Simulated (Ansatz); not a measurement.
`[NH]=[Ta]([NH2])([NH2])[Cl]` and `[NH]=[Ta]([NH2])([NH2])[NH2]` differ in one atom or group.

Ansatz, PBE0-D4/def2-TZVP geometries, multiplicity 1. Each molecule was computed in one conformer, which needn't be the lowest.

Elements past krypton have def2 core potentials.

```
                                                                                  property  `[NH]=[Ta]([NH2])([NH2])[Cl]`
ideal-gas entropy at 298 K and 1 bar (rigid rotor, harmonic PBE0-D4/def2-TZVP) / J/(mol·K)                            378
                                                      HOMO–LUMO gap (PBE0/def2-TZVPP) / eV                           6.99
                                                     LUMO energy (ωB97M-V/def2-TZVPP) / eV                           1.22
                                                       HOMO–LUMO gap (PBE/def2-TZVPP) / eV                           4.79
                                                         HOMO energy (PBE/def2-TZVPP) / eV                          -6.11
                                                     HOMO–LUMO gap (B3LYP/def2-TZVPP) / eV                           6.52
```

Problem. What does the change do to each property? (Estimate.)

Solution. The calculation gave: 
```
                                                                                  property  `[NH]=[Ta]([NH2])([NH2])[NH2]`  shift
ideal-gas entropy at 298 K and 1 bar (rigid rotor, harmonic PBE0-D4/def2-TZVP) / J/(mol·K)                             377     -1
                                                      HOMO–LUMO gap (PBE0/def2-TZVPP) / eV                            6.98  -0.01
                                                     LUMO energy (ωB97M-V/def2-TZVPP) / eV                            1.41   0.19
                                                       HOMO–LUMO gap (PBE/def2-TZVPP) / eV                            4.90   0.11
                                                         HOMO energy (PBE/def2-TZVPP) / eV                           -5.40   0.71
                                                     HOMO–LUMO gap (B3LYP/def2-TZVPP) / eV                            6.43  -0.09
```

The zero-point energy changes by 60.0 kJ/mol with +6 modes.

B3LYP here is the variant with VWN-RPA as its local correlation; programs differ in this.
